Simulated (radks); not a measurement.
The numbers below are computed, except where a source is named.
The nuclear charge of the potassium ion K2+ is varied continuously with 17 electrons held in [Ne] 3s2 3p5. Level of theory: non-relativistic Kohn-Sham, PBE, spin-polarised, spherical densities, point nucleus; open shells are filled with parallel spins first (a radial shooting solver on a logarithmic mesh with Libxc functionals). By the Hellmann-Feynman theorem dE/dZ = E(electron-nucleus)/Z, the electronic potential at the nucleus.

[
 {"Z": "18", "E (hartree)": "-526.76506", "E(electron-nucleus)/Z (hartree)": "-69.2098", "HOMO": "3p", "e(HOMO) (eV)": "-21.567", "<r> HOMO (bohr)": "1.562"},
 {"Z": "18.25", "E (hartree)": "-544.21821", "E(electron-nucleus)/Z (hartree)": "-70.4152", "HOMO": "3p", "e(HOMO) (eV)": "-25.493", "<r> HOMO (bohr)": "1.505"},
 {"Z": "18.5", "E (hartree)": "-561.97260", "E(electron-nucleus)/Z (hartree)": "-71.6197", "HOMO": "3p", "e(HOMO) (eV)": "-29.636", "<r> HOMO (bohr)": "1.452"},
 {"Z": "18.75", "E (hartree)": "-580.02800", "E(electron-nucleus)/Z (hartree)": "-72.8234", "HOMO": "3p", "e(HOMO) (eV)": "-33.993", "<r> HOMO (bohr)": "1.404"},
 {"Z": "19", "E (hartree)": "-598.38424", "E(electron-nucleus)/Z (hartree)": "-74.0264", "HOMO": "3p", "e(HOMO) (eV)": "-38.562", "<r> HOMO (bohr)": "1.360"},
 {"Z": "19.25", "E (hartree)": "-617.04113", "E(electron-nucleus)/Z (hartree)": "-75.2287", "HOMO": "3p", "e(HOMO) (eV)": "-43.341", "<r> HOMO (bohr)": "1.319"},
 {"Z": "19.5", "E (hartree)": "-635.99852", "E(electron-nucleus)/Z (hartree)": "-76.4304", "HOMO": "3p", "e(HOMO) (eV)": "-48.326", "<r> HOMO (bohr)": "1.280"},
 {"Z": "19.75", "E (hartree)": "-655.25628", "E(electron-nucleus)/Z (hartree)": "-77.6316", "HOMO": "3p", "e(HOMO) (eV)": "-53.518", "<r> HOMO (bohr)": "1.244"},
 {"Z": "20", "E (hartree)": "-674.81429", "E(electron-nucleus)/Z (hartree)": "-78.8324", "HOMO": "3p", "e(HOMO) (eV)": "-58.913", "<r> HOMO (bohr)": "1.210"}
]

The central difference of E at Z = 19 is -74.026 hartree, to compare with the third column; the second derivative is -4.81 hartree.
